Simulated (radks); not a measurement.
Results of a calculation; reference values are marked as such.
Species: Hf49+. Configuration: [Ar] 3d5 (the NIST ground configuration).

Code: a radial shooting solver on a logarithmic mesh with Libxc functionals. Model: non-relativistic Kohn-Sham, PBE, spin-polarised, spherical densities, point nucleus; open shells are filled with parallel spins first (spin-orbit coupling, left out, can overturn this in heavy ions); relativity is left out, which matters for an element this heavy.

Energy parts (eV):
total: -334448.99
kinetic: 334416.99
electron-nucleus: -715234.06
Hartree: 51438.94
exchange-correlation: -5070.86

Orbitals (lengths in bohr, moments of r in powers of bohr):
orbital,occ.,eigenvalue (eV),<1/r>
1s up,1,-63155.53,71.46
1s down,1,-63155.21,71.46
2s up,1,-12720.55,16.82
2s down,1,-12693.17,16.85
2p up,3,-12319.42,16.83
2p down,3,-12299.79,16.85
3s up,1,-4794.620,6.811
3s down,1,-4771.121,6.784
3p up,3,-4627.516,6.765
3p down,3,-4601.547,6.735
3d up,5,-4342.142,6.664
3d down,0,-4307.631,6.646

The highest occupied level is 3d up at -4342.1 eV. The spin density at the nucleus is -13.96 e/bohr^3 (1s -2.53, 2s -40.70, 3s 29.27).
